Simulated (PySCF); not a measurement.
Species: `CCP1CCSCC1`. The columns A, B, C and D hold Mulliken, IAO, Hirshfeld and ESP-fitted charges (e) of one PBE0/pcSseg-1 density (PySCF), in a shuffled order. Coordinates in Å (PBE0-D3(BJ)/def2-SVP); the density's dipole moment is (1.43, -0.33, 0.38) D.

```tsv
atom	x	y	z	A	B	C	D
C1	2.929	0.247	-0.509	-0.407	-0.117	-0.274	-0.236
C2	1.719	-0.611	-0.165	-0.426	-0.109	-0.479	+0.006
P3	0.253	-0.275	-1.254	+0.468	+0.138	+0.334	-0.284
C4	-0.997	-1.380	-0.430	-0.440	-0.120	-0.414	-0.041
C5	-2.419	-1.028	-0.846	-0.336	-0.076	-0.325	-0.200
S6	-2.989	0.573	-0.206	+0.065	-0.017	-0.011	-0.188
C7	-1.752	1.667	-0.961	-0.336	-0.075	-0.325	-0.351
C8	-0.320	1.351	-0.548	-0.440	-0.121	-0.415	-0.041
H9	2.726	1.317	-0.349	+0.134	+0.038	+0.120	+0.078
H10	3.795	-0.018	0.116	+0.142	+0.042	+0.126	+0.054
H11	3.223	0.120	-1.563	+0.141	+0.037	+0.125	+0.088
H12	1.962	-1.679	-0.297	+0.143	+0.039	+0.149	+0.085
H13	1.431	-0.480	0.893	+0.128	+0.035	+0.139	+0.037
H14	-0.767	-2.416	-0.733	+0.146	+0.041	+0.155	+0.086
H15	-0.905	-1.321	0.668	+0.135	+0.031	+0.146	+0.069
H16	-2.523	-1.037	-1.945	+0.143	+0.035	+0.157	+0.128
H17	-3.139	-1.759	-0.447	+0.159	+0.047	+0.164	+0.146
H18	-1.862	1.637	-2.059	+0.143	+0.035	+0.157	+0.174
H19	-2.040	2.678	-0.635	+0.159	+0.047	+0.164	+0.187
H20	0.354	2.135	-0.930	+0.145	+0.040	+0.159	+0.103
H21	-0.242	1.343	0.553	+0.134	+0.031	+0.146	+0.100
```

Problem. Which column most likely holds the ESP-fitted charges?

Solution. D. Σ q r misses the density's dipole by 0.11 D (D), 1.34 D (B), 1.57 D (C), 1.91 D (A). Charges fitted to the outside potential are the only set here that is tied to the molecule's multipoles.

Problem. And the Hirshfeld charges?

Solution. B. The mean sizes are 0.061 e (B), 0.128 e (D), 0.214 e (C), 0.227 e (A), and Hirshfeld charges are commonly the smallest of these schemes.

As computed, A = IAO, B = Hirshfeld, C = Mulliken, D = ESP-fitted. Hydrogens on carbon: IAO +0.13 to +0.16, Hirshfeld +0.03 to +0.05, Mulliken +0.12 to +0.16, ESP-fitted +0.04 to +0.19 e.

The Hirshfeld scheme weights the molecular density at each point by an atom's share of the summed free-atom densities. The ESP scheme is a least-squares fit of atom-centred charges to the potential on four shells outside the van der Waals surface, with the total charge fixed.

Geometry: PBE0-D3(BJ)/def2-SVP, one conformer, isolated molecule.

The run behind these numbers computed NMR shieldings as well. Hardware: an Arm Neoverse V2 with one thread, no GPU, shared host with 96 logical CPUs at a one-minute load of 36. Cost: 39 s wall, 0.92 GiB resident at most.
